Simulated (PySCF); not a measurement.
PySCF 2.14 output of an unrestricted PBE0 calculation on a single atom or ion in aug-cc-pVQZ-DK3 (9s8p6d3f2g, 102 functions), with scalar relativity by spin-free X2C-1e:

```
SCF conv_tol = 1e-09
number electrons alpha = 28  beta = 25
    C. Adamo and V. Barone.,  J. Chem. Phys. 110, 6158 (1999)
    M. Ernzerhof and G. E. Scuseria.,  J. Chem. Phys. 110, 5029 (1999)
cycle= 1 E= -7114.30758212437  delta_E= -0.0104  |g|= 0.0252  |ddm|= 1.33
cycle= 2 E= -7114.30801502283  delta_E= -0.000433  |g|= 0.0152  |ddm|= 0.22
cycle= 3 E= -7114.30811872203  delta_E= -0.000104  |g|= 0.00388  |ddm|= 0.127
cycle= 4 E= -7114.30815336378  delta_E= -3.46e-05  |g|= 0.00125  |ddm|= 0.046
cycle= 5 E= -7114.30817366084  delta_E= -2.03e-05  |g|= 0.000577  |ddm|= 0.0404
cycle= 6 E= -7114.30817947965  delta_E= -5.82e-06  |g|= 8.47e-05  |ddm|= 0.0286
cycle= 7 E= -7114.30817953739  delta_E= -5.77e-08  |g|= 7.23e-06  |ddm|= 0.00229
cycle= 8 E= -7114.30817953783  delta_E= -4.43e-10  |g|= 9.46e-07  |ddm|= 0.000251
converged SCF energy = -7114.30817953783  <S^2> = 3.7543377  2S+1 = 4.0021683
```

The run itself started from symmetry-adapted Hartree-Fock orbitals and held the occupation by maximum overlap, on a logarithmic radial grid, so the iterations belong to that start.

Which element, charge and spin multiplicity is this?

I (iodine, neutral), multiplicity 4; the state was [Kr] 4d10 5s1 5p5 6s1, high-spin 4P determinant (an excited configuration).

The outer electron is Rydberg-like, and this basis confines it to a smaller radius and binds it less than a complete one would.
